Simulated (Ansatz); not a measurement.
Mulliken charges of `CC1BB1` from r2SCAN/def2-TZVPP in Ansatz (PBE0-D4/def2-TZVP geometry).

```
atom   x (Å)   y (Å)   z (Å)  charge (e)
  C1  -0.732   0.557  -0.518      -0.023
  C2  -0.413  -0.621   0.366      -0.124
  B3   0.713  -0.367   1.300      -0.108
  B4   0.989   0.026  -0.228      -0.107
  H5  -1.127   0.327  -1.506       0.068
  H6  -1.315   1.325  -0.007       0.095
  H7   0.235   1.224  -0.622       0.087
  H8  -0.997  -1.514   0.171       0.072
  H9   1.135  -0.870   2.286       0.023
 H10   1.595  -0.138  -1.239       0.017
```

**Question.** By hand: the dipole of these point charges (1 e Å = 4.8032 D).

**Answer.** Σ q r = (-0.314, 0.224, -0.263) e Å, of length 0.467 e Å = 2.24 D.

**Question.** How does the dipole of the full density compare? (An estimate is asked.)

**Answer.** Ansatz gave: (-0.450, 0.188, -0.313) e Å, 2.78 D; the point charges give 0.81 times that, at 11° from its direction.

Point charges leave out the atoms' own dipoles, such as those of lone pairs, and Mulliken's split depends on the basis, so the two needn't agree.
